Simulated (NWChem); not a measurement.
The numbers come from NWChem runs, not from measurements. System: F2Sn, charge 0, spin multiplicity 1, at a geometry optimised with PBE/def2-SVP with def2 effective core potentials on Sn. The structure started from a generated list of species. Level: RHF/def2-TZVP with def2 effective core potentials on Sn.

Input file:

```
start mol
memory heap 200 mb stack 900 mb global 1100 mb
geometry units angstroms nocenter noautoz
  Sn     0.000000     0.000000    -0.347170
  F      1.475205     0.000000     0.964361
  F     -1.475205     0.000000     0.964361
  symmetry group C2v
end
basis spherical
  * library def2-tzvp
end
ecp
  Sn library def2-ecp
end
scf
  rhf
  nopen 0
  maxiter 100
  thresh 1e-7
  semidirect memsize 60000000 filesize 0
end
task scf energy
```

Part of the output:

```
             Northwest Computational Chemistry Package (NWChem) 7.3.0
             --------------------------------------------------------

                                NWChem Input Module
                                -------------------

 Scaling coordinates for geometry "geometry" by  1.889725989
 (inverse scale =  0.529177249)

 Turning off AUTOSYM since
 SYMMETRY directive was detected!

                             Geometry "geometry" -> ""
                             -------------------------

 Output coordinates in angstroms (scale by  1.889725989 to convert to a.u.)

  No.       Tag          Charge          X              Y              Z
 ---- ---------------- ---------- -------------- -------------- --------------
    1 Sn                  50.0000     0.00000000     0.00000000    -0.34717000
    2 F                    9.0000     1.47520500     0.00000000     0.96436100
    3 F                    9.0000    -1.47520500     0.00000000     0.96436100

 Effective nuclear repulsion energy (a.u.)     255.8044540316

            Nuclear Dipole moment (a.u.)
            ----------------------------
        X                 Y               Z
 ---------------- ---------------- ----------------
     0.0000000000     0.0000000000    -0.0000037795

      Symmetry information
      --------------------

 Group name             C2v
 Group number             16
 Group order               4
 No. of unique centers     2

      Symmetry unique atoms

     1    2


 Summary of "ao basis" -> "" (spherical)
 ------------------------------------------------------------------------------
       Tag                 Description            Shells   Functions and Types
 ---------------- ------------------------------  ------  ---------------------
 *                         def2-tzvp                  on all atoms

 Summary of "ao basis" -> "ao basis" (spherical)
 ------------------------------------------------------------------------------
       Tag                 Description            Shells   Functions and Types
 ---------------- ------------------------------  ------  ---------------------
 Sn                        def2-tzvp                16       50   6s5p3d2f
 F                         def2-tzvp                11       31   5s3p2d1f

                                 NWChem SCF Module
                                 -----------------

  ao basis        = "ao basis"
  functions       =   112
  atoms           =     3
  closed shells   =    20
  open shells     =     0
  charge          =   0.00
  wavefunction    = RHF
  use symmetry    = T
  symmetry adapt  = T

 Summary of "ao basis" -> "ao basis" (spherical)
 ------------------------------------------------------------------------------
       Tag                 Description            Shells   Functions and Types
 ---------------- ------------------------------  ------  ---------------------
 Sn                        def2-tzvp                16       50   6s5p3d2f
 F                         def2-tzvp                11       31   5s3p2d1f

      Symmetry analysis of basis
      --------------------------

        a1         42
        a2         15
        b1         33
        b2         22

 Forming initial guess at       0.1s

      Superposition of Atomic Density Guess
      -------------------------------------

 Sum of atomic energies:        -447.94826044

      Non-variational initial energy
      ------------------------------

 Total energy =    -411.919046
 1-e energy   =    -895.243002
[...]
                 3     -412.4031764519  2.55D-02  6.09D-03      1.4
                 4     -412.4032643938  2.94D-04  7.84D-05      1.7
                 5     -412.4032644066  3.50D-08  1.36D-08      2.0

       Final RHF  results
       ------------------

         Total SCF energy =   -412.403264406578
      One-electron energy =   -896.969011177103
      Two-electron energy =    363.876144826695
 Nuclear repulsion energy =    120.689601943830

        Time for solution =      0.8s

       Symmetry analysis of molecular orbitals - final
       -----------------------------------------------

  Numbering of irreducible representations:

     1 a1          2 a2          3 b1          4 b2

  Orbital symmetries:

     1 b1          2 a1          3 a1          4 b2          5 b1
     6 a1          7 b1          8 a1          9 a2         10 b2
    11 a1         12 a1         13 b1         14 a1         15 b1
    16 a1         17 b2         18 a2         19 b1         20 a1
    21 b2         22 b1         23 a1         24 b2         25 a1
    26 b1         27 a1         28 b2         29 a2         30 a1

             Final eigenvalues
             -----------------

              1
    1  -26.2309
    2  -26.2309
    3   -5.9162
    4   -4.1092
    5   -4.1019
    6   -4.0995
    7   -1.5151
    8   -1.5116
    9   -1.3734
   10   -1.3702
   11   -1.3692
   12   -1.3631
   13   -1.3483
   14   -0.6856
   15   -0.6084
   16   -0.6000
   17   -0.5947
   18   -0.5823
   19   -0.5758
   20   -0.4221
   21   -0.0115
   22    0.0574
   23    0.0790
   24    0.1687
   25    0.2083
   26    0.2258
   27    0.3005
   28    0.3116
   29    0.3126
   30    0.3262

                       ROHF Final Molecular Orbital Analysis
                       -------------------------------------

 Vector   18  Occ=2.000000D+00  E=-5.822800D-01  Symmetry=a2
              MO Center=  1.1D-13,  3.8D-15,  9.4D-01, r^2= 2.7D+00
   Bfn.  Coefficient  Atom+Function         Bfn.  Coefficient  Atom+Function
  ----- ------------  ---------------      ----- ------------  ---------------
    57      0.339572  2 F  py                88     -0.339572  3 F  py
    60      0.297340  2 F  py                91     -0.297340  3 F  py
    63      0.203332  2 F  py                94     -0.203332  3 F  py

 Vector   19  Occ=2.000000D+00  E=-5.757521D-01  Symmetry=b1
              MO Center= -3.3D-14, -4.2D-15,  9.3D-01, r^2= 2.7D+00
   Bfn.  Coefficient  Atom+Function         Bfn.  Coefficient  Atom+Function
  ----- ------------  ---------------      ----- ------------  ---------------
    56      0.320209  2 F  px                87      0.320209  3 F  px
    59      0.281879  2 F  px                90      0.281879  3 F  px
    62      0.188578  2 F  px                93      0.188578  3 F  px

 Vector   20  Occ=2.000000D+00  E=-4.221104D-01  Symmetry=a1
              MO Center=  2.8D-14,  5.3D-15, -6.0D-01, r^2= 2.6D+00
   Bfn.  Coefficient  Atom+Function         Bfn.  Coefficient  Atom+Function
  ----- ------------  ---------------      ----- ------------  ---------------
     5      0.553111  1 Sn s                  6      0.494899  1 Sn s
     2      0.426434  1 Sn s                  3     -0.339714  1 Sn s
     1     -0.269048  1 Sn s                  4     -0.265233  1 Sn s
    18     -0.232834  1 Sn pz                12      0.198125  1 Sn pz
    15     -0.176749  1 Sn pz

 Vector   21  Occ=0.000000D+00  E=-1.154347D-02  Symmetry=b2
              MO Center= -2.2D-14,  4.4D-15, -5.2D-01, r^2= 4.6D+00
   Bfn.  Coefficient  Atom+Function         Bfn.  Coefficient  Atom+Function
  ----- ------------  ---------------      ----- ------------  ---------------
    20      0.570979  1 Sn py                17      0.389767  1 Sn py
    11     -0.288680  1 Sn py                14      0.242209  1 Sn py

 Vector   22  Occ=0.000000D+00  E= 5.735379D-02  Symmetry=b1
              MO Center= -4.8D-13, -4.9D-15, -8.3D-01, r^2= 6.5D+00
   Bfn.  Coefficient  Atom+Function         Bfn.  Coefficient  Atom+Function
  ----- ------------  ---------------      ----- ------------  ---------------
    19      0.977333  1 Sn px                35      0.286662  1 Sn d  1
    13      0.233124  1 Sn px                10     -0.200655  1 Sn px

 Vector   23  Occ=0.000000D+00  E= 7.897681D-02  Symmetry=a1
              MO Center=  1.8D-14, -8.4D-15, -5.9D-01, r^2= 7.5D+00
   Bfn.  Coefficient  Atom+Function         Bfn.  Coefficient  Atom+Function
  ----- ------------  ---------------      ----- ------------  ---------------
    21      1.110308  1 Sn pz                 5      0.309880  1 Sn s
    18     -0.253532  1 Sn pz                15      0.197234  1 Sn pz
     2      0.181414  1 Sn s                 34     -0.170426  1 Sn d  0
    36     -0.155447  1 Sn d  2

 center of mass
 --------------
 x =   0.00000000 y =   0.00000000 z =  -0.05199322

 moments of inertia (a.u.)
 ------------------
         176.514357116330           0.000000000000           0.000000000000
           0.000000000000         471.804837158772           0.000000000000
           0.000000000000           0.000000000000         295.290480042442

  Mulliken analysis of the total density
  --------------------------------------

    Atom       Charge   Shell Charges
 -----------   ------   -------------------------------------------------------
    1 Sn  22    20.77   0.29 -0.77  1.54  0.95  1.08  0.73 -0.40  6.35  0.38  0.35  0.04  8.99  1.05  0.11  0.08  0.01
    2 F    9     9.61   0.77  1.20  0.60  1.00  0.40  2.22  2.28  1.14  0.00  0.01  0.00
    3 F    9     9.61   0.77  1.20  0.60  1.00  0.40  2.22  2.28  1.14  0.00  0.01  0.00

       Multipole analysis of the density wrt the origin
       ------------------------------------------------

     L   x y z        total         open         nuclear
     -   - - -        -----         ----         -------
     0   0 0 0     -0.000000      0.000000     40.000000

     1   1 0 0     -0.000000      0.000000      0.000000
     1   0 1 0      0.000000      0.000000      0.000000
     1   0 0 1     -1.695386      0.000000     18.369569

     2   2 0 0    -30.680876      0.000000    139.886218
     2   1 1 0      0.000000      0.000000      0.000000
     2   1 0 1      0.000000      0.000000      0.000000
     2   0 2 0    -21.419816      0.000000      0.000000
     2   0 1 1     -0.000000      0.000000      0.000000
     2   0 0 2    -27.757575      0.000000     69.248125

 Task  times  cpu:        2.0s     wall:        2.0s

 Total times  cpu:        2.1s     wall:        2.1s
```
